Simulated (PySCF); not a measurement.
# Core-level binding energies of Ga(H2O)H3

Compound: Ga(H2O)H3.
Structure used (PBE0-D3(BJ)/def2-SVP), in Å, numbered top down from 1:
```
atom  x, y, z in Å
Ga1    0.066   -0.111   -0.958
O2     0.080   -0.125    1.213
H3    -0.816   -0.136    1.573
H4     0.500    0.666    1.575
H5     1.631   -0.064   -1.145
H6    -0.747    1.239   -1.127
H7    -0.714   -1.470   -1.131
```

Method: delta-SCF UKS SCAN, pcX-2 on the ionised atom, pcseg-1 elsewhere, spin-free X2C in PySCF 2.14.0. Binding energies are ΔSCF values: E(core-ionised, relaxed orbitals) − E(ground state) at a fixed geometry, referred to the vacuum level.

Problem. What binding energy does each computed site have?

Solution. 
```
atom(s)                  environment  level  binding energy (eV)  count
     O2  oxygen bonded to Ga and 2 H   O 1s               541.40      1
```

Problem. What is the longest wavelength that can ionise O 1s of O2 (atom 2) vertically?

Solution. λ = hc/E = 12398.42 eV Å / 541.40 eV = 22.901 Å.

Problem. Give the binding energy of O 1s of O2 in hartree and in kJ/mol.

Solution. 541.40 eV = 19.8961 Eh = 52237 kJ/mol.

No level of gallium is listed. Isolated species at its PBE0-D3(BJ)/def2-SVP geometry, gas phase.
